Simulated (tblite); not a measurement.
C7H8O.
Atom-mapped SMILES: `[CH2:1]=[C:2]1[CH:3]=[C:4]([O:5][CH3:6])[C:7]1=[CH2:8]` (hydrogens: H9, H10 on C1; H11 on C3; H12, H13, H14 on C6; H15, H16 on C8)

Computed with GFN2-xTB (tblite), gas phase: nudged elastic band of 9 images (0 to 8), spring 0.2 eV/Å², climbing image at the end, force threshold 0.05 eV/Å. No saddle search or frequency run followed, so the top image need not be a first-order saddle, and its height can exceed the method's true barrier by a kcal/mol or more.

The band describes a rotation about C4–O5 (vinylic carbon bearing oxygen, ether oxygen), followed by the dihedral C7–C4–O5–C6, from the optimised start (180°) to a second optimised geometry at 0°.

**Question.** How does the energy change from image to image?

**Answer.** 
| image | dihedral (°) | E (eV) | C4–O5 (Å) | C7···C6 (Å) | largest true force (eV/Å) |
| --- | --- | --- | --- | --- | --- |
| 0 | 180 | 0.000 | 1.335 | 3.76 | 0.01 |
| 1 | -160 | 0.043 | 1.337 | 3.74 | 0.05 |
| 2 | -139 | 0.151 | 1.341 | 3.67 | 0.08 |
| 3 | -115 | 0.276 | 1.351 | 3.55 | 0.06 |
| 4 | -88 | 0.313 | 1.357 | 3.37 | 0.02 |
| 5 | -60 | 0.235 | 1.349 | 3.20 | 0.07 |
| 6 | -36 | 0.153 | 1.342 | 3.09 | 0.06 |
| 7 | -17 | 0.089 | 1.339 | 3.02 | 0.05 |
| 8 | 0 | 0.055 | 1.338 | 3.05 | 0.01 |

Barriers of this band. The top is image 4 at -88°: 0.313 eV forward and 0.258 eV back; the end lies 0.055 eV above the start. The central bond is 0.022 Å longer at the top than at the start.

**Question.** What rate follows at 200 K for crossing this barrier forward?

**Answer.** Taking the electronic barrier for the free energy of activation (no zero-point or entropy terms, transmission 1), rate = (kT/h)·exp(−ΔE/kT) ≈ 5 × 10^4 s⁻¹, whose inverse is 2 × 10^-5 s. An error of 1 kcal/mol in the barrier changes this by a factor of 12, and the method and the loose band can each miss by that much or more.

**Question.** How would the two end points share their population at 200 K, from these energies alone?

**Answer.** exp(−ΔE/kT) with ΔE = 0.055 eV gives 0.041 for the higher one (end) against 1 for the lower, without vibrational, rotational or degeneracy terms. GFN2-xTB can put conformers this close in the wrong order.

What follows is the cost of the whole band run. Time: 5.2 s. Hardware: an x86-64 server with one thread (shared host).
